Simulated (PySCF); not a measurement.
System: trifluoro(trifluoromethyl)silane, CF$_{6}$Si, net charge 0, singlet state. 
Coordinates optimised at B3LYP-D3(BJ)/def2-TZVP (Ansatz):
SMILES: FC(F)(F)[Si](F)(F)F
```xyz
8

F      1.4643    -1.3601    -0.1426
C      1.0665    -0.0767    -0.0192
F      1.5899     0.6125    -1.0543
F      1.6144     0.4117     1.1130
Si    -0.8418     0.0606     0.0151
F     -1.2483     1.5706     0.1596
F     -1.4254    -0.5204    -1.3221
F     -1.3965    -0.7573     1.2357
```

Dispersion corrections to the total energy (kcal/mol) from the dftd3 and dftd4 libraries through PySCF: D3(BJ) without and D4 with the three-body term, each with the damping fitted for the functional named.

```tsv
functional	D3(BJ)	D4
TPSS	-4.26	…
PBE	-3.35	-4.43
TPSSh	-3.91	-5.43
HSE06	…	-3.45
CAM-B3LYP	-2.67	-3.74
BLYP	-7.31	-9.87
r2SCAN	…	-1.08
```

### Question
Fill in the missing entries.

### Answer

- TPSS, D4: -6.00
- HSE06, D3(BJ): -2.23
- r2SCAN, D3(BJ): -0.91
